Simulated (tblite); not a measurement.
Compound: C₈H₂₁BPS (charge -1).
InChI=1S/C8H21BPS/c1-7(2,3)10(9,11)8(4,5)6/h1-6,9H3/q-1

Computed values, GFN2-xTB/tblite, gas phase, harmonic and unscaled. This tight-binding method is rough: wavenumbers can miss measured ones by several per cent, in bad cases by 10 to 20. Modes of hydrogen on boron can be 10 to 20 % off.

Harmonic wavenumbers (cm⁻¹): 68.6, 80.6, 145.3, 167.0, 174.5, 185.9, 199.0, 201.3, 216.4, 220.1, 224.0, 233.8, 246.2, 262.1, 273.2, 286.1, 290.4, 311.5, 339.5, 385.1, 392.2, 404.6, 409.1, 419.0, 506.4, 597.3, 606.3, 688.9, 783.2, 786.6, 851.3, 855.0, 956.5, 957.5, 964.0, 967.3, 968.7, 969.8, 1021.4, 1027.2, 1027.7, 1031.6, 1114.0, 1195.9, 1198.5, 1211.7, 1223.3, 1235.9, 1236.7, 1241.2, 1254.9, 1390.6, 1393.2, 1395.0, 1396.5, 1415.4, 1419.5, 1482.6, 1486.1, 1489.1, 1492.6, 1494.9, 1496.2, 1501.4, 1504.3, 1509.0, 1516.8, 1522.7, 1525.5, 2280.4, 2326.1, 2382.9, 2946.0, 2947.7, 2950.4, 2952.6, 2958.6, 2963.4, 2998.3, 3004.6, 3006.0, 3009.0, 3010.7, 3015.5, 3018.9, 3024.6, 3034.2, 3035.5, 3038.5, 3041.8.

A = 976.0, B = 743.3, C = 656.2 MHz; mass 191.119 u (most abundant isotopes); point group C1, symmetry number 1.

Zero-point energy?

Half the sum of the wavenumbers: 59996 cm⁻¹ = 171.54 kcal/mol.

Entropy at 273.15 K, 1 bar (ideal gas, RRHO, classical rotation)?

Translation 41.24, rotation 30.63, vibration 44.76: S = 116.6 cal/(mol K).

And Cp and H(273.15 K) − H(0)?

Cp = 59.42 cal/(mol K), of which vibrations give 51.47 (their classical limit is 90 R = 178.8); H(273.15 K) − H(0) = 9.26 kcal/mol without the zero-point energy, 7.09 from vibrations.

Which modes carry the vibrational entropy at 273.15 K?

68.6 cm⁻¹: 4.02; 80.6 cm⁻¹: 3.70; 145.3 cm⁻¹: 2.57; 167.0 cm⁻¹: 2.30; 174.5 cm⁻¹: 2.22; 185.9 cm⁻¹: 2.11 cal/(mol K); the other 84 give 27.83 together.

Blend soft modes into free rotors: weight 1/[1 + (100 cm⁻¹/ν̃)⁴] for the oscillator and the rest for a rotor with moment μB/(μ + B), μ = h/(8π²ν), B = 10⁻⁴⁴ kg m². What vibrational entropy results?

43.59 cal/(mol K) in place of 44.76, which changes −T·S at 273.15 K by +0.32 kcal/mol.

What must be added to the electronic energy to get the Gibbs energy at 273.15 K and 1 bar?

ZPE + [H(273.15 K) − H(0)] − T·S = 171.54 + 9.26 − 31.86 = 148.94 kcal/mol.

How do the functions run with temperature in this model?

```
 T (K)  S (cal/(mol K))  Cp (cal/(mol K))  H − H(0) (kcal/mol)  G − H(0) (kcal/mol)  ln q(vib)
   150             87.6              38.8                 3.17                -9.97       3.67
   250            111.5              55.8                 7.93               -19.95       8.35
298.15            122.0              63.4                10.80               -25.58      10.66
   400            142.8              79.0                18.05               -39.08      15.47
   600            179.9             104.5                36.53               -71.43      24.60
   900            227.6             130.6                72.09              -132.78      37.31
```

q(vib) and H(0) count from the zero-point level.

Hindered rotation and anharmonicity are outside this model. The structure is chiral; the term R ln 2 for an equal mix with its mirror image is left out.

The values belong to the conformer `[BH3-:1][P:2](=[S:3])([C:4]([CH3:5])([CH3:6])[CH3:7])[C:8]([CH3:9])([CH3:10])[CH3:11]`: B1–P2–C4–C5 -74°, B1–P2–C8–C9 53°.
